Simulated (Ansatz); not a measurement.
Reactions of `N[SiH2]O[Si](N)(F)F`.

Calculated with Ansatz (gas phase, PBE0-D4/def2-TZVP geometries, no zero-point term in ΔE). CCSD(T)/CBS adds triple-zeta CCSD(T) − MP2 to the extrapolated MP2 energy (def2 sets, frozen cores). This one scheme is used for every species. DFT in def2-TZVPP. One conformer a species, not always the lowest.

```tsv
reaction	PBE0-D4 (kcal/mol)	PBE-D4 (kcal/mol)	CCSD/CBS(def2) (kcal/mol)	r2SCAN-D4 (kcal/mol)
`N[SiH2]O[Si](N)(F)F` + `N[SiH3]` → `N[SiH2][SiH2]N` + `N[Si](O)(F)F`	29.3	27.0	34.1	31.8
`N[SiH2]O[Si](N)(F)F` + H–F → `N[SiH2]F` + `N[Si](O)(F)F`	-6.2	-7.0	-6.4	-7.7
`N[SiH2]O[Si](N)(F)F` + `N[SiH](Cl)Cl` → `N[SiH2][Si](N)(Cl)Cl` + `N[Si](O)(F)F`	27.7	25.3	32.8	30.5
`N[SiH2]O[Si](N)(F)F` + `N[SiH](O)F` → `N[SiH2]O[SiH](N)F` + `N[Si](O)(F)F`	0.4	0.4	0.3	0.3
`N[SiH2]O[Si](N)(F)F` + `N[SiH2]S[SiH](N)Cl` → `N[SiH2]S[Si](N)(F)F` + `N[SiH2]O[SiH](N)Cl`	2.5	1.9	2.2	1.8
`N[SiH2]O[Si](N)(F)F` + `N[SiH](N)Cl` → `N[SiH2]N[SiH](N)Cl` + `N[Si](O)(F)F`	11.7	11.0	13.3	12.5
`N[SiH2]O[Si](N)(F)F` + `O[SiH2]F` → `N[SiH2][SiH](O)F` + `N[Si](O)(F)F`	30.9	28.0	36.4	33.3
`N[SiH2]O[Si](N)(F)F` + trisilane → `N[Si](F)(F)[SiH3]` + `N[SiH2]O[SiH2][SiH3]`	14.3	12.7	14.5	14.5
```

**Question.** Give the CCSD(T)/CBS values in the same order. (An estimate is asked.)

**Answer.** Ansatz gave: 33.3, -6.1, 31.8, 0.3, 2.3, 12.7, 35.4, 14.4 kcal/mol.

Largest T1 diagnostic: 0.013, for `[SiH3][SiH2][SiH3]`.
